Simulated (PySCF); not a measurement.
In(H)(OH)(OEt) (C2H7InO2), SMILES CC[O][InH][OH].

Geometry: r2SCAN-D4/def2-SVP. The structure was generated by enumeration; whether it is a known compound was not checked. The def2 effective core potentials stand for the cores of In; spin–orbit coupling is left out. One conformer was computed; it need not be the lowest.

Vertical ionisation energy (IE) and electron affinity (EA) in eV. Rows of orbital energies are one-electron estimates. Where ΔSCF, EOM or ADC give a negative EA the extra electron is unbound and the value depends on the basis.

| level | IE | EA |
|---|---|---|
| −ε(HOMO), −ε(LUMO), M06-2X/def2-TZVP (PySCF) | 8.89 | 0.78 |
| −ε(HOMO), −ε(LUMO), PBE/def2-TZVP (PySCF) | … | … |

Question: Fill in the missing entries. (Estimate from the structure and the level; the computed values follow.)

Answer: 
- −ε(HOMO), −ε(LUMO), PBE/def2-TZVP (PySCF), IE: 5.91
- −ε(HOMO), −ε(LUMO), PBE/def2-TZVP (PySCF), EA: 1.97
